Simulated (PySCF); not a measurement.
Ligands exchanged one at a time, Al CH3-SH. All species are isolated molecules in the gas phase. One relaxed conformer stands for each flexible species; it need not be the lowest. Strings in code marks are SMILES.

These are PBE-D3(BJ)/def2-TZVP // CAM-B3LYP-D3(BJ)/def2-TZVP (PySCF) values and carry that method's errors. Excitations are Tamm–Dancoff values on a coarser integration grid. The basis has no diffuse functions, so Rydberg states are missing or too high.

| species | HOMO–LUMO gap (eV) | S1 oscillator strength | S1–T1 gap (TDA) (eV) | LUMO (eV) |
|---|---|---|---|---|
| 0 of 3 CH3 replaced by SH | 5.14 | 0.000 | 0.28 | -1.11 |
| 1 of 3 CH3 replaced by SH (`[CH3][Al]([CH3])[SH]` (C–Al–S–H torsion 179°)) | 5.06 | 0.001 | 0.82 | -1.20 |
| 2 of 3 CH3 replaced by SH (`[SH][Al]([SH])[CH3]` (S–Al–S–H torsion -1°, S–Al–S–H torsion 0°)) | 5.04 | 0.005 | 0.66 | -1.28 |
| 3 of 3 CH3 replaced by SH (`[SH][Al]([SH])[SH]`) | 5.09 | 0.000 | 0.21 | -1.43 |
